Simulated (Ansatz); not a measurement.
Reaction (ligand exchange at a B–S bond): `CCSB(O)O` + `FC(F)(F)[SeH]` → `OB(O)[Se]C(F)(F)F` + `CCS`

Gas-phase electronic energies from Ansatz, PBE0-D4/def2-TZVP geometries. CBS: MP2 limit from def2 TZ/QZ plus the TZ coupled-cluster correction, frozen cores. DFT in def2-TZVPP. For Se outer-core shells are correlated without core-valence functions, which leaves a few kJ/mol of doubt a bond. Scalar relativity is left out up to krypton. One conformer a species, not always the lowest.

`CCSB(O)O`:

Cartesian coordinates in Å:
```
C 0.903 -1.219 -1.102
C -0.425 -0.499 -1.188
S -1.319 -0.438 0.396
B -0.477 0.918 1.261
O -0.838 1.266 2.533
O 0.519 1.615 0.649
H 1.370 -1.268 -2.090
H 0.774 -2.239 -0.735
H 1.583 -0.695 -0.430
H -1.107 -1.007 -1.873
H -0.300 0.525 -1.540
H -1.543 0.731 2.903
H 0.862 2.311 1.216
```

`FC(F)(F)[SeH]`:

Cartesian coordinates in Å:
```
F -0.032 0.064 -1.715
C -0.185 0.199 -0.399
F -1.463 -0.024 -0.103
F 0.080 1.463 -0.078
Se 1.022 -1.068 0.483
H 0.579 -0.634 1.813
```

`OB(O)[Se]C(F)(F)F`:

Cartesian coordinates in Å:
```
O 1.313 0.377 0.875
B 0.688 -0.807 0.692
O 1.066 -1.910 1.376
Se -0.809 -1.159 -0.565
C -1.208 0.691 -1.053
F -2.068 0.702 -2.064
F -1.743 1.388 -0.050
F -0.113 1.375 -1.445
H 1.050 1.089 0.288
H 1.824 -1.747 1.946
```

`CCS`:

```xyz
9

C    -0.608   -0.746   -0.021
C    -0.063    0.655   -0.194
S     1.746    0.742   -0.272
H    -0.261   -1.402   -0.821
H    -1.702   -0.737   -0.030
H    -0.286   -1.178    0.930
H    -0.389    1.084   -1.145
H    -0.418    1.323    0.593
H     1.981    0.260    0.959
```

```json
{"level": "PBE-D4", "ΔE (eV)": "0.06"}
{"level": "ωB97X-V", "ΔE (eV)": "0.06"}
{"level": "PBE", "ΔE (eV)": "0.06"}
{"level": "PBE0", "ΔE (eV)": "0.06"}
{"level": "MP2/def2-TZVPP", "ΔE (eV)": "0.04"}
{"level": "CCSD(T)/def2-TZVPP", "ΔE (eV)": "0.04"}
{"level": "MP2/def2-QZVPP", "ΔE (eV)": "0.05"}
{"level": "MP2/CBS(def2)", "ΔE (eV)": "0.05"}
```

Problem. What does CCSD(T)/CBS give? (Best estimate.)

Solution. Ansatz gave: +0.05 eV. The listed levels differ from it by 0.01, 0.01, 0.01, 0.01, -0.01, -0.01, 0.00, 0.00 eV.

Largest T1 diagnostic among the species: 0.012.
